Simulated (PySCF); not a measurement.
Indirect couplings

Molfile (atoms numbered from 1):
```
C2H9Ge2NO
     RDKit          3D

 15 14  0  0  0  0  0  0  0  0999 V2000
   -1.9931    2.0398    1.1642 O   0  0  0  0  0  0  0  0  0  0  0  0
   -2.1031    0.8424    1.3267 C   0  0  0  0  0  0  0  0  0  0  0  0
   -1.2433   -0.0797    0.8444 N   0  0  0  0  0  0  0  0  0  0  0  0
   -0.0289    0.2417    0.1240 C   0  0  0  0  0  0  0  0  0  0  0  0
    1.5585   -0.0257    1.2769 Ge  0  0  0  0  0  4  0  0  0  0  0  0
    0.0196    2.0458   -0.7169 Ge  0  0  0  0  0  4  0  0  0  0  0  0
   -2.9477    0.3881    1.8949 H   0  0  0  0  0  0  0  0  0  0  0  0
   -1.4202   -1.0493    1.0808 H   0  0  0  0  0  0  0  0  0  0  0  0
    0.0693   -0.4485   -0.7304 H   0  0  0  0  0  0  0  0  0  0  0  0
    1.4861    0.9443    2.4681 H   0  0  0  0  0  0  0  0  0  0  0  0
    2.8538    0.2041    0.4783 H   0  0  0  0  0  0  0  0  0  0  0  0
    1.5365   -1.4755    1.8098 H   0  0  0  0  0  0  0  0  0  0  0  0
    0.4113    3.1618    0.2568 H   0  0  0  0  0  0  0  0  0  0  0  0
    1.1919    1.8793   -1.7234 H   0  0  0  0  0  0  0  0  0  0  0  0
   -1.2466    2.3521   -1.5276 H   0  0  0  0  0  0  0  0  0  0  0  0
  1  2  2  0
  2  3  1  0
  3  4  1  0
  4  5  1  0
  4  6  1  0
  2  7  1  0
  3  8  1  0
  4  9  1  0
  5 10  1  0
  5 11  1  0
  5 12  1  0
  6 13  1  0
  6 14  1  0
  6 15  1  0
M  END
```

Indirect spin–spin couplings were computed at B3LYP/pcJ-1 (pcSseg-1 on Ge) (spin–dipole term only in couplings to heteroatoms) (PySCF) on a PBE0-D3(BJ)/def2-SVP structure, for the isolated molecule, without vibrational or relativistic corrections. Couplings are averaged over pairs made equivalent by symmetry, fast rotation or ring inversion, so a value needn't be that of the named pair in this geometry, while other rotamers aren't included; one pair stands for each set, and the list holds those of at least 0.8 Hz over up to four bonds, among pairs with at least one C or N or H atom (others weren't computed).

Isotopes: $^{13}$C, $^{1}$H, $^{15}$N, $^{17}$O. Couplings to quadrupolar nuclei such as 17O and 33S are rarely resolved in practice.

```json
{"pair": "O1, C2", "bonds": "1", "J (Hz)": "28.7"}
{"pair": "C2, N3", "bonds": "1", "J (Hz)": "-15.5"}
{"pair": "C2, H7", "bonds": "1", "J (Hz)": "198.4"}
{"pair": "N3, C4", "bonds": "1", "J (Hz)": "-9.3"}
{"pair": "N3, H8", "bonds": "1", "J (Hz)": "-94.7"}
{"pair": "C4, H9", "bonds": "1", "J (Hz)": "145.4"}
{"pair": "O1, N3", "bonds": "2", "J (Hz)": "-1.0"}
{"pair": "O1, H7", "bonds": "2", "J (Hz)": "?"}
{"pair": "C2, H8", "bonds": "2", "J (Hz)": "6.7"}
{"pair": "N3, H7", "bonds": "2", "J (Hz)": "-19.4"}
{"pair": "C4, H8", "bonds": "2", "J (Hz)": "?"}
{"pair": "C4, H10", "bonds": "2", "J (Hz)": "?"}
{"pair": "H10, H11", "bonds": "2", "J (Hz)": "13.0"}
{"pair": "C2, H9", "bonds": "3", "J (Hz)": "?"}
{"pair": "N3, H10", "bonds": "3", "J (Hz)": "-0.9"}
{"pair": "C4, H7", "bonds": "3", "J (Hz)": "5.8"}
{"pair": "H7, H8", "bonds": "3", "J (Hz)": "?"}
{"pair": "H8, H9", "bonds": "3", "J (Hz)": "?"}
{"pair": "H9, H10", "bonds": "3", "J (Hz)": "2.8"}
```

Q: Estimate the withheld couplings, with signs.

A: 
- $^{2}J$(O1,H7) = -8.0 Hz (angle at C2 123°)
- $^{2}J$(C4,H8) = 4.1 Hz (angle at N3 118°)
- $^{2}J$(C4,H10) = 8.3 Hz (mean over equivalent pairs that range from 3.1 to 16.6 Hz in this conformer)
- $^{3}J$(C2,H9) = 5.9 Hz (dihedral angle 138°)
- $^{3}J$(H7,H8) = 2.1 Hz (dihedral angle 3°)
- $^{3}J$(H8,H9) = 4.7 Hz (dihedral angle 48°)

Relativistic effects of the heavier atoms present are left out.
